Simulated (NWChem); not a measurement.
All runs are NWChem calculations. System: H₄GeTe, charge 0, spin multiplicity 1, at a geometry optimised with PBE0/def2-SVP with def2 effective core potentials on Te. The structure started from a generated list of species. Level: TDA-BHandHLYP/def2-SVP with def2 effective core potentials on Te.

Job file:

```
start mol
memory heap 200 mb stack 800 mb global 1000 mb
geometry units angstroms nocenter noautoz
  Te    -0.800839    -0.658844     0.000000
  H     -1.871412     0.616726     0.000000
  Ge     1.208321     0.936780     0.000000
  H      1.201053     1.820072     1.259104
  H      2.446652     0.026063     0.000000
  H      1.201053     1.820072    -1.259104
  symmetry group Cs
end
basis spherical
  * library def2-svp
end
ecp
  Te library def2-ecp
end
dft
  xc bhlyp
  semidirect memsize 60000000 filesize 0
  iterations 100
end
tddft
  cis
  nroots 8
  notriplet
  thresh 1e-4
end
task tddft energy
```

Part of the output:

```
             Northwest Computational Chemistry Package (NWChem) 7.3.0
             --------------------------------------------------------

                                NWChem Input Module
                                -------------------

 Scaling coordinates for geometry "geometry" by  1.889725989
 (inverse scale =  0.529177249)

 Turning off AUTOSYM since
 SYMMETRY directive was detected!

                             Geometry "geometry" -> ""
                             -------------------------

 Output coordinates in angstroms (scale by  1.889725989 to convert to a.u.)

  No.       Tag          Charge          X              Y              Z
 ---- ---------------- ---------- -------------- -------------- --------------
    1 Te                  52.0000    -0.80083900    -0.65884400     0.00000000
    2 H                    1.0000    -1.87141200     0.61672600     0.00000000
    3 Ge                  32.0000     1.20832100     0.93678000     0.00000000
    4 H                    1.0000     1.20105300     1.82007200     1.25910400
    5 H                    1.0000     2.44665200     0.02606300     0.00000000
    6 H                    1.0000     1.20105300     1.82007200    -1.25910400

 Effective nuclear repulsion energy (a.u.)     423.6372711011

            Nuclear Dipole moment (a.u.)
            ----------------------------
        X                 Y               Z
 ---------------- ---------------- ----------------
    -0.0000188973     0.0000094486     0.0000000000

      Symmetry information
      --------------------

 Group name             Cs
 Group number              2
 Group order               2
 No. of unique centers     5

      Symmetry unique atoms

     1    2    3    4    5


 Summary of "ao basis" -> "" (spherical)
 ------------------------------------------------------------------------------
       Tag                 Description            Shells   Functions and Types
 ---------------- ------------------------------  ------  ---------------------
 *                          def2-svp                  on all atoms

                                 NWChem DFT Module
                                 -----------------

 Summary of "ao basis" -> "ao basis" (spherical)
 ------------------------------------------------------------------------------
       Tag                 Description            Shells   Functions and Types
 ---------------- ------------------------------  ------  ---------------------
 Te                         def2-svp                10       26   4s4p2d
 H                          def2-svp                 3        5   2s1p
 Ge                         def2-svp                12       32   5s4p3d

 Summary of "ao basis" -> "ao basis" (spherical)
 ------------------------------------------------------------------------------
       Tag                 Description            Shells   Functions and Types
 ---------------- ------------------------------  ------  ---------------------
 Te                         def2-svp                10       26   4s4p2d
 H                          def2-svp                 3        5   2s1p
 Ge                         def2-svp                12       32   5s4p3d

      Symmetry analysis of basis
      --------------------------

        a'         53
        a"         25

            General Information
            -------------------
          SCF calculation type: DFT
          Wavefunction type:  closed shell.
          No. of atoms     :     6
          No. of electrons :    60
[...]
     Dipole Oscillator Strength                    0.0006678905
     Electric Quadrupole                           0.0000000345
     Magnetic Dipole                               0.0000003378
     Total Oscillator Strength                     0.0006682628

          sigma_e =   2.1349 Angstrom
          sigma_h =   1.6733 Angstrom
         |d_h->e| =   2.0672 Angstrom
            d_exc =   3.4046 Angstrom
            d_CD1 =   2.5288 Angstrom
            d_CD2 =   0.1631 Angstrom
            d_CD3 =   5.4718 Angstrom
     Pearson C.C. =   0.0056

     Occ.   30  a"  ---  Virt.   33  a'       0.99364
     Occ.   30  a"  ---  Virt.   35  a'       0.05663
     Occ.   30  a"  ---  Virt.   40  a'      -0.05158
  ----------------------------------------------------------------------------
  Root   5 singlet a'             0.268003883 a.u.                7.2928 eV
  ----------------------------------------------------------------------------
     Transition Moments    X -0.04723   Y -0.31469   Z -0.00000
     Transition Moments   XX -2.23317  XY -0.03186  XZ -0.00000
     Transition Moments   YY  1.68326  YZ  0.00000  ZZ  0.19452
     Dipole Oscillator Strength                    0.0180921874
     Electric Quadrupole                           0.0000004007
     Magnetic Dipole                               0.0000010926
     Total Oscillator Strength                     0.0180936807

          sigma_e =   2.3276 Angstrom
          sigma_h =   1.8495 Angstrom
         |d_h->e| =   0.4280 Angstrom
            d_exc =   3.0747 Angstrom
            d_CD1 =   0.9061 Angstrom
            d_CD2 =  -1.6606 Angstrom
            d_CD3 =   3.5027 Angstrom
     Pearson C.C. =  -0.0502

     Occ.   28  a'  ---  Virt.   32  a'      -0.06907
     Occ.   29  a'  ---  Virt.   31  a'       0.05103
     Occ.   29  a'  ---  Virt.   32  a'       0.84869
     Occ.   29  a'  ---  Virt.   35  a'       0.05977
     Occ.   30  a"  ---  Virt.   34  a"      -0.50794
  ----------------------------------------------------------------------------
  Root   6 singlet a"             0.282248908 a.u.                7.6804 eV
  ----------------------------------------------------------------------------
     Transition Moments    X  0.00000   Y  0.00000   Z -0.01379
     Transition Moments   XX  0.00000  XY  0.00000  XZ -0.70840
     Transition Moments   YY  0.00000  YZ -1.18097  ZZ  0.00000
     Dipole Oscillator Strength                    0.0000357636
     Electric Quadrupole                           0.0000002271
     Magnetic Dipole                               0.0000020831
     Total Oscillator Strength                     0.0000380738

          sigma_e =   2.0722 Angstrom
          sigma_h =   1.7015 Angstrom
         |d_h->e| =   2.6345 Angstrom
            d_exc =   3.7590 Angstrom
            d_CD1 =   3.0052 Angstrom
            d_CD2 =   0.7477 Angstrom
            d_CD3 =   6.3935 Angstrom
     Pearson C.C. =  -0.0000

     Occ.   27  a"  ---  Virt.   31  a'      -0.07937
     Occ.   30  a"  ---  Virt.   32  a'      -0.05264
     Occ.   30  a"  ---  Virt.   33  a'      -0.05566
     Occ.   30  a"  ---  Virt.   35  a'       0.98932
  ----------------------------------------------------------------------------
  Root   7 singlet a'             0.297254389 a.u.                8.0887 eV
  ----------------------------------------------------------------------------
     Transition Moments    X -0.79079   Y -0.86351   Z -0.00000
     Transition Moments   XX  1.14695  XY -0.03904  XZ -0.00000
     Transition Moments   YY -0.55154  YZ -0.00000  ZZ -0.70682
     Dipole Oscillator Strength                    0.2716897359
     Electric Quadrupole                           0.0000001481
     Magnetic Dipole                               0.0000000020
     Total Oscillator Strength                     0.2716898860

          sigma_e =   2.3663 Angstrom
          sigma_h =   2.1080 Angstrom
         |d_h->e| =   0.5834 Angstrom
            d_exc =   3.1914 Angstrom
            d_CD1 =   0.8417 Angstrom
            d_CD2 =  -1.6537 Angstrom
            d_CD3 =   3.7749 Angstrom
     Pearson C.C. =   0.0199

     Occ.   26  a'  ---  Virt.   33  a'      -0.06463
     Occ.   28  a'  ---  Virt.   31  a'      -0.76980
     Occ.   28  a'  ---  Virt.   32  a'       0.26246
     Occ.   28  a'  ---  Virt.   33  a'      -0.07894
     Occ.   29  a'  ---  Virt.   31  a'      -0.32202
     Occ.   29  a'  ---  Virt.   32  a'       0.23694
     Occ.   29  a'  ---  Virt.   33  a'       0.16543
     Occ.   30  a"  ---  Virt.   34  a"       0.35239
  ----------------------------------------------------------------------------
  Root   8 singlet a'             0.310696589 a.u.                8.4545 eV
  ----------------------------------------------------------------------------
     Transition Moments    X  1.90767   Y  1.38199   Z  0.00000
     Transition Moments   XX  0.92917  XY -0.20861  XZ  0.00000
     Transition Moments   YY  0.65822  YZ  0.00000  ZZ  0.09284
     Dipole Oscillator Strength                    1.1493896860
     Electric Quadrupole                           0.0000000360
     Magnetic Dipole                               0.0000012255
     Total Oscillator Strength                     1.1493909476

          sigma_e =   2.3930 Angstrom
          sigma_h =   2.0408 Angstrom
         |d_h->e| =   0.4748 Angstrom
            d_exc =   3.2420 Angstrom
            d_CD1 =   0.8270 Angstrom
            d_CD2 =  -1.7421 Angstrom
            d_CD3 =   3.7168 Angstrom
     Pearson C.C. =  -0.0403

     Occ.   26  a'  ---  Virt.   31  a'       0.25531
     Occ.   26  a'  ---  Virt.   33  a'       0.05986
     Occ.   28  a'  ---  Virt.   31  a'      -0.46017
     Occ.   28  a'  ---  Virt.   33  a'       0.10391
     Occ.   28  a'  ---  Virt.   38  a'      -0.07114
     Occ.   29  a'  ---  Virt.   31  a'       0.52658
     Occ.   29  a'  ---  Virt.   32  a'      -0.28260
     Occ.   29  a'  ---  Virt.   33  a'       0.34666
     Occ.   30  a"  ---  Virt.   34  a"      -0.44062
     Occ.   30  a"  ---  Virt.   39  a"      -0.05890
     Occ.   30  a"  ---  Virt.   45  a"      -0.05334

              Target root =      1
          Target symmetry = none
      Ground state energy =  -2347.083357461026
        Excitation energy =      0.158280458305
     Excited state energy =  -2346.925077002721

  stored tddft:energy   -2346.9250770027206

 Task  times  cpu:      149.6s     wall:      149.6s

 Total times  cpu:      149.6s     wall:      149.6s
```
